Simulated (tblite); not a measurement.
Compound: C₅H₂BrO₂S (doublet state).
Numbering: `[O:1]=[C:2]([OH:3])[c:4]1[cH:5][c:6][c:7]([Br:8])[s:9]1` (hydrogens: H10 on O3; H11 on C5)
Bond orders are those of one Lewis drawing.

Computed with GFN2-xTB (tblite), gas phase: L-BFGS steps from a force-field or distance-geometry start until the largest atomic force falls under 0.01 eV/Å.

The end geometry, which sets the zero of energy:
```
atom  x, y, z in Å
O1     -2.4028    0.9629   -0.2287
C2     -1.6679    0.0161   -0.1151
O3     -2.1020   -1.2460    0.0162
C4     -0.2100    0.0918   -0.1026
C5      0.5531    1.2326   -0.2145
C6      1.9020    0.9167   -0.1614
C7      2.2244   -0.3729   -0.0183
Br8     3.8922   -1.1947    0.0933
S9      0.7519   -1.3471    0.0659
H10    -3.0714   -1.2718    0.0053
H11     0.1360    2.2151   -0.3260
```

Task: These geometries come from the run, each turned onto the end geometry. Order them by energy, lowest first.
A.
```
atom  x, y, z in Å
O1     -2.3284    1.0203   -0.2346
C2     -1.7061   -0.0013   -0.1133
O3     -2.2656   -1.2147    0.0097
C4     -0.2110   -0.0179   -0.0926
C5      0.5330    1.1449   -0.2072
C6      1.8928    0.8825   -0.1567
C7      2.2977   -0.3797   -0.0177
Br8     4.0479   -0.9956    0.0766
S9      0.8537   -1.4203    0.0723
H10    -3.2380   -1.1607   -0.0056
H11     0.1295    2.1452   -0.3167
```
B.
```
atom  x, y, z in Å
O1     -2.3436    0.9909   -0.2309
C2     -1.6596    0.0058   -0.1144
O3     -2.1549   -1.2308    0.0144
C4     -0.1993    0.0389   -0.0974
C5      0.5359    1.1966   -0.2116
C6      1.8947    0.9278   -0.1618
C7      2.2539   -0.3519   -0.0206
Br8     3.9329   -1.1568    0.0907
S9      0.8019   -1.3710    0.0677
H10    -3.1241   -1.2024   -0.0019
H11     0.0679    2.1557   -0.3201
```
C.
```
atom  x, y, z in Å
O1     -2.3213    0.9875   -0.2304
C2     -1.6506   -0.0076   -0.1124
O3     -2.1858   -1.2290    0.0136
C4     -0.1904    0.0180   -0.0965
C5      0.5340    1.1872   -0.2093
C6      1.8901    0.9092   -0.1605
C7      2.2533   -0.3701   -0.0186
Br8     3.9626   -1.0956    0.0851
S9      0.8165   -1.3925    0.0696
H10    -3.1542   -1.1473   -0.0077
H11     0.0514    2.1428   -0.3190
```
D.
```
atom  x, y, z in Å
O1     -2.3161    0.9905   -0.2305
C2     -1.6560   -0.0129   -0.1128
O3     -2.2111   -1.2193    0.0120
C4     -0.2000   -0.0062   -0.0926
C5      0.5233    1.1566   -0.2078
C6      1.8775    0.9038   -0.1601
C7      2.2570   -0.3683   -0.0181
Br8     3.9975   -1.0390    0.0799
S9      0.8166   -1.4079    0.0700
H10    -3.1766   -1.1212   -0.0101
H11     0.0933    2.1266   -0.3159
```
E.
```
atom  x, y, z in Å
O1     -2.3004    1.0011   -0.2299
C2     -1.7064    0.0134   -0.1211
O3     -2.3397   -1.2044    0.0097
C4     -0.2181    0.0090   -0.1004
C5      0.5595    1.1639   -0.2000
C6      1.9349    0.8743   -0.1581
C7      2.3265   -0.3798   -0.0196
Br8     4.1407   -0.9795    0.0771
S9      0.7997   -1.3688    0.0687
H10    -3.3404   -1.2352    0.0014
H11     0.1491    2.1086   -0.3138
```

Result: B (0.012 eV), C (0.023 eV), D (0.042 eV), A (0.106 eV), E (0.462 eV).

In the order of the answer:

```json
{"step": "19", "E above end (eV)": "0.012", "largest force (eV/Å)": "0.12", "rms force component (eV/Å)": "0.041", "rms distance from end (Å)": "0.057", "rms bond change (Å)": "0.003", "bond most changed (Å)": "C7–S9 +0.009"}
{"step": "14", "E above end (eV)": "0.023", "largest force (eV/Å)": "0.17", "rms force component (eV/Å)": "0.062", "rms distance from end (Å)": "0.086", "rms bond change (Å)": "0.002", "bond most changed (Å)": "C5–H11 +0.003"}
{"step": "9", "E above end (eV)": "0.042", "largest force (eV/Å)": "0.29", "rms force component (eV/Å)": "0.099", "rms distance from end (Å)": "0.108", "rms bond change (Å)": "0.006", "bond most changed (Å)": "C7–S9 +0.011"}
{"step": "5", "E above end (eV)": "0.106", "largest force (eV/Å)": "0.85", "rms force component (eV/Å)": "0.213", "rms distance from end (Å)": "0.132", "rms bond change (Å)": "0.015", "bond most changed (Å)": "C2–C4 +0.035"}
{"step": "1", "E above end (eV)": "0.462", "largest force (eV/Å)": "4.20", "rms force component (eV/Å)": "1.171", "rms distance from end (Å)": "0.163", "rms bond change (Å)": "0.035", "bond most changed (Å)": "C7–S9 +0.054"}
```

The cost below is that of the whole relaxation. On one thread of an Arm Neoverse V1, on a shared host, this took 0.27 s.
